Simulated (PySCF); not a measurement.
The vertical singlet excitations below were computed for one of the candidates. Theory: TDDFT PBE0/def2-SVPD, vertical, gas phase, core orbitals frozen in the response in PySCF 2.14.0, density-fitted response routines. Geometries: GFN2-xTB, one conformer each.

```json
{"state": "S1", "E (eV)": "3.77", "f": "0.0008"}
{"state": "S2", "E (eV)": "4.55", "f": "0.0004"}
{"state": "S3", "E (eV)": "5.91", "f": "0.045"}
{"state": "S4", "E (eV)": "6.11", "f": "0.0023"}
{"state": "S5", "E (eV)": "6.63", "f": "0.0088"}
{"state": "S6", "E (eV)": "6.88", "f": "0.052"}
```

Question: Which candidate is it? All have the formula C5H6N2O.
A. `CCO[C@H]1N=C1C#N`
B. `Nc1cnccc1O`
C. `[H]/N=C\CNC(=O)C#C`

Answer: A. Its S1, at 3.77 eV, is the lowest among the candidates; the nearest of the others has S1 at 4.83 eV. S1 is HOMO→LUMO (89%), HOMO-1→LUMO (10%). Löwdin shares by element: HOMO nitrogen 31% or more, carbon 27% or more, oxygen 24% (atoms not listed hold the other 19%); LUMO nitrogen 54%, carbon 42% or more. At the same level the other candidates give, for their lowest levels:
- `[H]/N=C\CNC(=O)C#C`: 4.96 eV (f 0.000); 5.30 eV (f 0.005); 5.57 eV (f 0.039); 5.89 eV (f 0.002); 6.20 eV (f 0.131); T1 4.43 eV; HOMO -7.69, LUMO -1.28 eV
- `Nc1cnccc1O`: 4.83 eV (f 0.055); 5.19 eV (f 0.003); 5.30 eV (f 0.003); 5.60 eV (f 0.157 summed over 2 states); 5.90 eV (f 0.002); T1 3.78 eV; HOMO -6.10, LUMO -0.33 eV

Shape of the structure used: `[CH3:1][CH2:2][O:3][C@H:4]1[N:5]=[C:6]1[C:7]#[N:8]`: C1–C2–O3–C4 180°, C2–O3–C4–N5 74°.
Triplets come from the Tamm–Dancoff approximation.
